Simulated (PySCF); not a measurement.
## [SnO2]-: breathing scan

Method: UB3LYP/[Sn def2-SVPD with ECP28, O def2-SVPD], scalar-relativistic core potentials, density fitting, no spin–orbit coupling, PySCF.

Rigid scan from the doublet minimum (Sn–O 1.943 Å (×2); O–Sn–O 127.1°). Coordinate: all bonds to the central atom scaled together. Energies in kJ/mol from the minimum.

Problem. Predict the curve at 0.88, 0.92, 0.96, 1.00, 1.04, 1.08, 1.14, 1.22, 1.35.

Solution. 
```tsv
scale of all bonds to the centre	E (kJ/mol)	dipole size (D, about the centre of mass)	⟨S²⟩
0.88	178.6	2.75	0.76
0.92	68.3	3.05	0.76
0.96	14.8	3.33	0.76
1.00	0.0	3.59	0.77
1.04	11.2	3.84	0.77
1.08	39.3	4.08	0.78
1.14	100.0	4.46	0.80
1.22	196.2	4.97	0.84
1.35	352.5	5.70	1.02
```

Spin contamination is strong at 1.35, so these points are less reliable.

With an element this heavy the missing spin–orbit coupling can shift these numbers.

Other isomers or separated fragments may lie lower.
